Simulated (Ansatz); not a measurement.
# Which isomer of ClH3NOSi gives these data?

These gas-phase data were calculated for one isomer of ClH3NOSi at B3LYP/6-31G* (harmonic, unscaled wavenumbers; equilibrium rotational constants with average atomic masses):

```
rotational constants            : 6.637, 3.39, 2.517 GHz
all wavenumbers above 1500 cm⁻¹ : 3786, 3453, 2316
dipole moment                   : 1.20 D (PBE0/def2-TZVPD)
```

Candidates:

(1) `N[Si](O)Cl`, a doublet
(2) `[NH][Si@H](O)Cl`, a doublet

Q: Which candidate do the data belong to?

A: Candidate (2). The band at 2316 cm⁻¹ lies where the Si–H stretch is expected; (1) has no mode between 2000 and 2380 cm⁻¹.

The same quantities for all candidates:

```tsv
	rotational constants (GHz)	wavenumbers above 1500 cm⁻¹	dipole (D)	E above the lowest, B3LYP/6-31G* (kcal/mol)
(1)	6.746, 3.308, 2.404	3721, 3632, 3535, 1618	2.79	0.0
(2)	6.637, 3.39, 2.517	3786, 3453, 2316	1.20	17.5
```

Harmonic stretches to hydrogen usually lie a few per cent above observed fundamentals. Each candidate is one conformer. Open shells are spin-unrestricted. Programs: Ansatz 0.2.0.
